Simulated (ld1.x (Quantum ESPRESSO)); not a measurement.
## Configuration tests for iodine (I) (PAW)

- Element: iodine
- Generator: ld1.x (Quantum ESPRESSO) 7.5
- Type: PAW
- Functional: LDA (PZ)
- Relativity: scalar-relativistic
- Frozen core: [Kr]
- Valence charge: 17
- Reference configuration: 4d10 5s2 5p5
- Partial waves: 5s (bound): rcut 1.25, rcutus 1.75 bohr; 5s channel at 3.75 Ry: rcut 1.25, rcutus 1.75 bohr; 5p (bound): rcut 2.05, rcutus 2.35 bohr; 5p channel at 0.05 Ry: rcut 2.05, rcutus 2.35 bohr; 4d (bound): rcut 1.10, rcutus 1.15 bohr; 4d channel at 1.15 Ry: rcut 1.10, rcutus 1.15 bohr
- Local potential: all-electron potential smoothed inside 1.90 bohr (lloc = -1)
- Core correction: Bessel-smoothed model core inside 0.65 bohr
- Augmentation charge: PSQ, inside the norm-conserving radii

Energies are relative to the spin-unpolarised reference configuration 4d10 5s2 5p5; without spin polarisation the order of configurations can differ from experiment. Spin-polarised rows fill each open shell by Hund’s rule, majority spin first.

(1) Give the all-electron excitation energy and the error of the potential for: 4d10 5s2 5p4; 4d10 5s2 5p3; 4d10 5s2 5p2; 4d9 5s2 5p5; 4d10 5s2 5p5.3; 4d9 5s2 5p6; 4d10 5s1 5p6; 4d10 5s2 5p5 (spin-polarised); 4d10 5s2 5p4 (spin-polarised).

Levels in the configuration 4d10 5s1 5p6:

```
level  all-electron (eV)  pseudo (eV)
   4d            -51.626      -51.608
   5s            -18.382      -18.379
   5p             -7.770       -7.770
```

Answers

(1)

```csv
valence configuration,charge,ΔE all-electron (eV),error AE − PS (meV)
4d10 5s2 5p4,+1,11.305,-3.3
4d10 5s2 5p3,+2,31.369,-9.2
4d10 5s2 5p2,+3,60.983,-19
4d9 5s2 5p5,+1,58.313,-23
4d10 5s2 5p5.3,-0.3,-1.829,+0.4
4d9 5s2 5p6,0,45.775,-12
4d10 5s1 5p6,0,10.512,+1.0
4d10 5s2 5p5 (spin-polarised),0,-0.121,+0.1
4d10 5s2 5p4 (spin-polarised),+1,10.743,-3.1
```
